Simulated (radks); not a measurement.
Results of a calculation; reference values are marked as such.
Species: Os4+. Configuration: [Xe] 4f14 5d4.

Code: a radial shooting solver on a logarithmic mesh with Libxc functionals. Model: scalar-relativistic Kohn-Sham, r2SCAN, spin-polarised, spherical densities, finite nucleus; open shells are filled with parallel spins first (spin-orbit coupling, left out, can overturn this in heavy ions); meta-GGA in the generalised Kohn-Sham scheme; Fermi nuclear charge, rms radius 5.4126 fm.

Energy parts (eV):
| part | energy |
|---|---|
| total | -469375.49 |
| kinetic | 520075.38 |
| electron-nucleus | -1159849.96 |
| Hartree | 179582.42 |
| exchange-correlation | -9183.33 |

Orbitals (lengths in bohr, moments of r in powers of bohr; r(max) is where P^2 peaks; r(90%) holds 90 % of the orbital's charge):
| orbital | occ. | eigenvalue (eV) | r(90%) | <1/r> | r(max) | <r> |
|---|---|---|---|---|---|---|
| 1s up | 1 | -73988.61 | 0.0323 | 90.42 | 0.01103 | 0.01774 |
| 1s down | 1 | -73988.63 | 0.0323 | 90.42 | 0.01103 | 0.01774 |
| 2s up | 1 | -12951.34 | 0.116 | 21.19 | 0.06338 | 0.07489 |
| 2s down | 1 | -12950.90 | 0.116 | 21.19 | 0.06337 | 0.07489 |
| 2p up | 3 | -11281.99 | 0.110 | 19.05 | 0.05219 | 0.06728 |
| 2p down | 3 | -11281.66 | 0.110 | 19.05 | 0.05219 | 0.06728 |
| 3s up | 1 | -3059.620 | 0.284 | 7.862 | 0.1786 | 0.1937 |
| 3s down | 1 | -3059.584 | 0.284 | 7.862 | 0.1786 | 0.1937 |
| 3p up | 3 | -2567.198 | 0.291 | 7.220 | 0.1772 | 0.1944 |
| 3p down | 3 | -2567.127 | 0.291 | 7.220 | 0.1772 | 0.1944 |
| 3d up | 5 | -2015.838 | 0.273 | 6.802 | 0.1446 | 0.1762 |
| 3d down | 5 | -2015.594 | 0.273 | 6.802 | 0.1446 | 0.1763 |
| 4s up | 1 | -688.1278 | 0.619 | 3.342 | 0.4048 | 0.4318 |
| 4s down | 1 | -687.7994 | 0.619 | 3.341 | 0.4049 | 0.4319 |
| 4p up | 3 | -525.8815 | 0.666 | 3.033 | 0.4249 | 0.4591 |
| 4p down | 3 | -525.6000 | 0.666 | 3.031 | 0.4250 | 0.4592 |
| 4d up | 5 | -323.3619 | 0.731 | 2.706 | 0.4346 | 0.4890 |
| 4d down | 5 | -323.0195 | 0.731 | 2.705 | 0.4348 | 0.4888 |
| 4f up | 7 | -98.7889 | 0.909 | 2.239 | 0.4068 | 0.5566 |
| 4f down | 7 | -98.1739 | 0.899 | 2.248 | 0.4067 | 0.5525 |
| 5s up | 1 | -140.2003 | 1.44 | 1.330 | 0.9156 | 1.007 |
| 5s down | 1 | -137.5294 | 1.43 | 1.346 | 0.9107 | 0.9975 |
| 5p up | 3 | -98.6533 | 1.67 | 1.137 | 1.030 | 1.155 |
| 5p down | 3 | -95.0847 | 1.65 | 1.155 | 1.021 | 1.140 |
| 5d up | 4 | -49.8864 | 2.27 | 0.8425 | 1.296 | 1.523 |
| 5d down | 0 | -45.0353 | 2.27 | 0.8558 | 1.270 | 1.512 |

The highest occupied level is 5d up at -49.886 eV. For comparison, the ionisation energy in NIST's Atomic Spectra Database is 55 eV (theoretical). In exact Kohn-Sham theory the highest level is minus the ionisation energy, but local and semilocal functionals leave it too shallow, through self-interaction and a potential that decays too fast; potentials with the right tail come closer. Spin moment in Bohr magnetons: 4.
